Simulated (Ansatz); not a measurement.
Basis-set extrapolation for `NCOC[SiH3]` (PBE0-D4/def2-TZVP geometry, frozen core, Ansatz). Multiplicity 1, RHF reference.

```tsv
	def2-TZVPP	def2-QZVPP
HF	-499.290006	-499.309275
MP2 correlation	-0.928155	-0.994056
CCSD(T) correlation	-1.016643	not run
```

Energies in hartree. Use E(X) = E(∞) + A·exp(−7.88·√X) for Hartree–Fock and E(X) = E(∞) + B·X^(−2.97) for correlation, with X = 3 and 4, and add CCSD(T) minus MP2 of the smaller set to the MP2 limit.

**Question.** What is the CCSD(T) energy at the basis-set limit?

**Answer.** HF limit: -499.309275 + (-0.019269) × 0.13774 = -499.31193. MP2 limit: -0.994056 + (-0.065901) × 0.74074 = -1.04287. Higher-order term: -1.016643 − (-0.928155) = -0.08849. Total: -500.44329 hartree, 3.72 eV below CCSD(T)/def2-TZVPP.
